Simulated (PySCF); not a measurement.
B3LYP has the VWN-RPA correlation part, as in Gaussian. Delta-SCF ions had no search for a lower state. Excitations are Tamm–Dancoff values on a coarser integration grid. The basis has no diffuse functions, so Rydberg states are missing or too high.

Z-matrix (Å, degrees):
```
C
C 1 1.3360
H 2 1.0876 1 118.40
H 1 1.0877 2 119.18 3 180.00
C 1 1.4503 4 116.57 2 180.00
C 5 1.3346 1 124.55 4 0.00
H 6 1.0815 5 121.73 1 180.00
H 6 1.0840 7 116.95 5 180.00
H 5 1.0868 6 119.24 7 0.00
C 2 1.4929 3 116.43 1 180.00
H 10 1.0908 2 111.52 3 -180.00
H 10 1.0944 11 108.20 2 122.50
H 10 1.0944 11 108.20 12 114.99
```
Charge 0, spin multiplicity 1.

### Question
Estimate the S1 excitation (TDA), LUMO, brightest of the four lowest singlets (TDA), S1 oscillator strength, dipole moment, total energy, S1–T1 gap (TDA) and vertical ionisation energy (Delta-SCF) that B3LYP-D3(BJ)/def2-TZVP (PySCF) returns for this input.

### Answer

* **S1 excitation (TDA)**: 6.13 eV
* **LUMO**: -0.81 eV
* **brightest of the four lowest singlets (TDA)**: 6.13 eV
* **S1 oscillator strength**: 1.15
* **dipole moment**: 0.67 D
* **total energy**: -5317.29 eV
* **S1–T1 gap (TDA)**: 2.92 eV
* **vertical ionisation energy (Delta-SCF)**: 8.41 eV
